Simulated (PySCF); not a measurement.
Dipole response of Tc²⁺ (technetium, charge +2)

[Kr] 4d5, high-spin 6S determinant. Computed with PySCF 2.14 in def2-QZVPPD with the def2 core potential (28 electrons), with a scalar-relativistic core potential. Coupled (time-dependent) response in atomic units; α is the mean over directions.

```csv
method,mean α (bohr³),C₆ (like pair),S(−4)
UHF,8.076,43.06,18.63
PBE,9.316,50.40,29.50
PBE0,8.849,47.67,24.95
PBEsol,9.380,50.96,29.68
```

S(−4) is the Cauchy moment in α(ω) = α(0) + S(−4) ω² + …

α(iu) at PBEsol:

```tsv
u (hartree)	α(iu) (bohr³)
0	9.380
0.0500	9.307
0.100	9.099
0.200	8.407
0.300	7.577
0.500	6.072
0.750	4.693
1.00	3.720
1.50	2.475
2.00	1.743
3.00	0.9766
5.00	0.4179
```

A single London oscillator, α(iu) = α/(1 + u²/ω²), gives C₆ = (3/4) ω α². Matching the computed C₆ needs ω = 4 × 50.96 / (3 × 9.380²) = 0.772 hartree.

For an ion, C₆ is the dispersion term alone; charge-induced terms of lower order in 1/R come first.

Energies and moments cover only the electrons outside the core potential.
